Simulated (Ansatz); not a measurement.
C3H6, charge +1, doublet, geometry from GFN2-xTB (a state made from the parent by changing its charge; the spin is typed, not shown lowest). Base run: B3LYP/aug-cc-pVDZ (Ansatz, a quantum-chemistry and plane-wave program).

Here is a job for Ansatz.
Ansatz 0.2 input:
```yaml
crystal:
  periodic: [false, false, false]
  atoms:
    - {symbol: C, position_ang: [-1.20737674, 0.05679404, -0.23099301]}
    - {symbol: C, position_ang: [0.08149985, 0.01376709, 0.43060907]}
    - {symbol: C, position_ang: [1.30248053, -0.08335099, -0.14521574]}
    - {symbol: H, position_ang: [-1.90844225, -0.68637557, 0.17911264]}
    - {symbol: H, position_ang: [-1.70998107, 0.99470355, 0.05610396]}
    - {symbol: H, position_ang: [-1.14667474, -0.07339176, -1.30958177]}
    - {symbol: H, position_ang: [0.04418095, 0.06742610, 1.52303029]}
    - {symbol: H, position_ang: [1.50139258, 0.26564072, -1.15435202]}
    - {symbol: H, position_ang: [2.15990263, -0.49126387, 0.37928506]}
basis:
  gaussian:
    orbitals: aug-cc-pVDZ
hamiltonian:
  xc: b3lyp
total_charge: 1
magnetization: {spin_polarized: true, initial_magnetization: 1}
```

The base run was repeated with changes; each row names its change, and settings that it needs were set with it.

```tsv
change	ΔE vs base (mEh)
base	0.000
point_charge = charge:0.5 position_ang:-0.5828, -4.0349, 3.4384	48.000
nuclear_model = gaussian	0.010
fitting.mean_field = def2-universal-JKFIT	-0.055
forces = on	0.000
fitting.mean_field = cc-pVTZ-JKFIT	-0.039
accuracy = high	0.000
lower_state_search = light	0.000
final_grid = 6, 12, 29	0.004
point_charge = charge:-1.0 position_ang:-2.1416, -3.6531, -3.3516	-94.863
lower_state_search = full	0.000
```
